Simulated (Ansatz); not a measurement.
Total energies of B5As5H18, a cluster cut from wurtzite BAs (hydrogen-capped) from Ansatz at PBE-D4/def2-SVP, gas phase (1 Eh = 27.2114 eV = 2625.5 kJ/mol). The reference geometry is relaxed at PBE-D4/def2-SVP.

Cartesian coordinates in Å:
```
As -1.812 0.389 -2.949
B -2.478 -0.024 -1.052
As -0.943 0.371 0.270
B -1.502 0.063 2.233
As 0.084 0.559 3.437
B -0.106 -0.544 -3.623
As 1.316 -0.267 -2.162
B 0.793 -0.649 -0.218
As 2.286 -0.179 1.104
B 1.896 -0.363 3.116
H -2.907 0.120 -3.975
H -1.676 1.896 -3.153
H -3.439 0.676 -0.776
H -2.672 -1.232 -1.006
H -0.562 1.850 0.117
H -2.469 0.763 2.493
H -1.672 -1.142 2.360
H 0.288 2.073 3.460
H -0.269 0.357 4.905
H 0.293 -0.077 -4.678
H -0.340 -1.745 -3.623
H 1.900 1.143 -2.225
H 2.578 -1.047 -2.517
H 0.561 -1.845 -0.117
H 2.788 1.223 0.769
H 3.548 -0.959 0.751
H 1.717 -1.560 3.302
H 2.798 0.148 3.758
```

```tsv
state	geometry	energy (Eh)
charge 0 singlet	reference	-11311.14835
charge 1 doublet	reference	-11310.84129
charge -1 doublet	reference	-11311.13478
free As atom (quartet)	–	-2235.19489
free B atom (doublet)	–	-24.58153
free H atom (doublet)	–	-0.49863
```

(1) Work out the vertical ionisation energy to the doublet.

(2) Work out the vertical electron affinity, to the doublet.

(3) Give the fundamental gap IE − EA, the Mulliken electronegativity (IE + EA)/2 and the hardness (IE − EA)/2.

(4) What is the binding energy per atom against free atoms?

(1) E(charge 1 doublet) − E(charge 0 singlet) = -11310.84129 − (-11311.14835) = 0.30706 Eh = 8.36 eV. For comparison, −ε of the highest occupied level is 6.34 eV at this level, 2.02 eV less.

(2) E(charge 0 singlet) − E(charge -1 doublet) = -11311.14835 − (-11311.13478) = -0.01357 Eh = -0.37 eV; negative, so the extra electron isn't bound. The basis lacks diffuse functions, which makes affinities too small.

(3) From the values in Eh: IE − EA = 0.30706 − (-0.01357) = 0.32063 Eh = 8.72 eV; (IE + EA)/2 = 3.99 eV; (IE − EA)/2 = 4.36 eV. The HOMO–LUMO gap of the same run is 5.08 eV, 3.64 eV smaller than the fundamental gap.

(4) Atoms: 5 × (-2235.19489) + 5 × (-24.58153) + 18 × (-0.49863) = -11307.85744 Eh. Binding: -11307.85744 − (-11311.14835) = 3.29091 Eh = 89.55 eV, or 3.20 eV for each of 28 atoms (no zero-point energy, no counterpoise term).

At PBE-D4/def2-SVP the gap within one spin of the charge 1 doublet nearly closes, so an electron or hole may be smeared out by delocalisation error. At PBE-D4/def2-SVP the highest occupied level of the charge -1 doublet lies above zero (up to 2.14 eV). By energy differences it is unbound by 0.37 eV (vertical, to the charge 0 singlet, at PBE-D4/def2-SVP) and held by the finite basis.
